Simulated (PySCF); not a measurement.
BGeH₆NO₂, SMILES OB(O)[NH][GeH3].

Geometry optimised at PBE0-D3(BJ)/def2-SVP. The structure was generated by enumeration, and PubChem lists no compound with its InChIKey, so it may never have been made. Other conformers were not sampled.

Method: B3LYP/def2-TZVP (PySCF).

Gas-phase values at a fixed geometry.

```
Property                                                                                                       Result
---------------------------------------------------------------------------------------------  ----------------------
total energy                                                                                      -2310.97191 hartree
point group                                                                                                        Cs
highest occupied level                                                                                       -7.22 eV
lowest empty level                                                                                           -0.07 eV
orbital gap                                                                                                   7.14 eV
dipole moment                                                                                                  1.86 D
quadrupole, principal values (traceless, Buckingham form, about the centre of nuclear charge)  -4.67, -2.12, 6.79 D·Å
mean static polarisability                                                                       58.2 bohr³ (8.63 Å³)
polarisability, principal values                                                               48.3, 57.8, 68.6 bohr³
```
